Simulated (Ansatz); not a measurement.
Cost and result for the atomization energy of `CN[BH][GeH3]` (12 atoms, 11 bonds).

| atom | x (Å) | y (Å) | z (Å) |
| --- | --- | --- | --- |
| C1 | 1.463 | -0.466 | -0.829 |
| N2 | 0.449 | -1.178 | -0.086 |
| B3 | -0.686 | -0.692 | 0.536 |
| Ge4 | -1.267 | 1.290 | 0.574 |
| H5 | 1.223 | 0.596 | -0.850 |
| H6 | 2.448 | -0.587 | -0.369 |
| H7 | 1.523 | -0.825 | -1.861 |
| H8 | 0.622 | -2.172 | -0.032 |
| H9 | -1.380 | -1.494 | 1.096 |
| H10 | -2.673 | 1.450 | -0.040 |
| H11 | -1.372 | 1.793 | 2.029 |
| H12 | -0.350 | 2.287 | -0.168 |

The species carries charge 0 and has multiplicity 1. Correlated methods include outer-core shells of Ge, which these sets cover unevenly. Scalar relativity is left out up to krypton. All single points use the PBE0-D4/def2-TZVP geometry. It is one conformer, not always the lowest. Program: Ansatz. All runs use 4 threads of an Intel Xeon Platinum 8259CL on a shared host. Times are those of one run each, without the atoms' runs, and a repeat can differ threefold. Electronic energies, without spin–orbit coupling; frozen cores. CCSD(T)/CBS adds CCSD(T) − MP2 in def2-TZVPP to the MP2 limit, and its time is that of the two runs behind it. T1 = 0.013. With those shells the extrapolation isn't a true limit. B3LYP takes the VWN-RPA correlation (the form of Gaussian; ORCA's B3LYP/G).

CCSD(T)/CBS is a level of theory with its own doubt, some kJ/mol a heavy atom from the limit and from the frozen cores, so smaller differences don't rank the functionals.

```tsv
level	functions	wall time
PBE-D4/def2-TZVPP (with forces)	253	3.8 s
PBE0-D4/def2-TZVPP	253	4.2 s
r2SCAN-D4/def2-TZVPP (with forces)	253	5.5 s
B3LYP-D4/def2-TZVPP (with forces)	253	7 s
B2PLYP/def2-TZVPP	253	9 s
ωB97X-V/def2-TZVPP	253	9.5 s
ωB97M-V/def2-TZVPP (with forces)	253	15 s
MP2/def2-QZVPP	500	29 s
CCSD(T)/def2-TZVPP	253	2.4 min
CCSD(T)/CBS(def2)	–	2.9 min
```

Problem. What atomization energy does each give, and how far from CCSD(T)/CBS? (An estimate is asked.)

Solution. Computed: 
| level | atomization (kcal/mol) | difference from CCSD(T)/CBS | per bond |
| --- | --- | --- | --- |
| PBE-D4/def2-TZVPP (with forces) | 983.0 | 11.6 | 1.1 |
| PBE0-D4/def2-TZVPP | 971.8 | 0.4 | 0.0 |
| r2SCAN-D4/def2-TZVPP (with forces) | 973.1 | 1.7 | 0.2 |
| B3LYP-D4/def2-TZVPP (with forces) | 975.2 | 3.8 | 0.3 |
| B2PLYP/def2-TZVPP | 962.9 | -8.5 | -0.8 |
| ωB97X-V/def2-TZVPP | 976.4 | 5.0 | 0.5 |
| ωB97M-V/def2-TZVPP (with forces) | 972.9 | 1.5 | 0.1 |
| MP2/def2-QZVPP | 964.2 | -7.2 | -0.7 |
| CCSD(T)/def2-TZVPP | 950.6 | -20.8 | -1.9 |
| CCSD(T)/CBS(def2) | 971.4 | 0.0 | 0.0 |

The D4 term adds +8.0 kcal/mol with B3LYP and +4.2 kcal/mol with PBE0; it sums over pairs of atoms, weighted by their polarisabilities, and B3LYP, whose exchange is more repulsive, gets the larger term. In def2-TZVPP, CCSD(T) changes the Hartree–Fock value by +232.9 kcal/mol (the triples alone add +11.5 kcal/mol) and MP2 by +234.4 kcal/mol; breaking electron pairs costs correlation energy, which Hartree–Fock lacks. From PBE to PBE0 (25 % exact exchange), in def2-TZVPP and without D4, the atomization energy moves by −10.4 kcal/mol: exact exchange takes away binding that semilocal exchange gives to molecules.
